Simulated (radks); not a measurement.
The tungsten ion W+ inside a hard spherical wall (all orbitals vanish at R), configuration held at [Xe] 4f14 5d4 6s1 and not refilled when levels cross. All-electron calculation, scalar-relativistic Kohn-Sham, r2SCAN, spin-polarised, spherical densities, finite nucleus; open shells are filled with parallel spins first (spin-orbit coupling, left out, can overturn this in heavy ions); meta-GGA in the generalised Kohn-Sham scheme; Fermi nuclear charge, rms radius 5.3658 fm. Program: a radial shooting solver on a logarithmic mesh with Libxc functionals. Eigenvalues in eV for spin up, with the zero of energy where the potential of the charges vanishes at infinity; a dash marks a level that is unbound or too diffuse for the functional's potential to be trusted. A positive occupied level is held by the wall or, in an anion where self-interaction has pushed it up, behind a barrier. The pressure on the wall is -dE/dV.

R (bohr),E (hartree),kinetic (hartree),e(5p),e(4f),e(6s),e(5d),"e(6p, empty)","e(7s, empty)",pressure (GPa)
free,-16141.5719,17780.574,-52.835,-40.874,-13.361,-13.044,-7.086,-,0
15,-16141.5719,17780.574,-52.835,-40.874,-13.361,-13.044,-7.086,-,< 0.0001
12,-16141.5719,17780.574,-52.835,-40.874,-13.361,-13.044,-7.085,-2.604,< 0.0001
7,-16141.5695,17780.600,-52.728,-40.762,-13.257,-12.952,-6.693,2.214,0.195
5,-16141.5113,17780.998,-51.522,-39.437,-11.697,-11.857,-3.495,17.084,8.93
2,-16129.1073,17830.078,-7.912,8.494,124.13,47.113,164.21,390.23,17700
1.5,-16093.4737,17953.006,75.992,73.972,370.83,154.30,434.27,894.76,150000
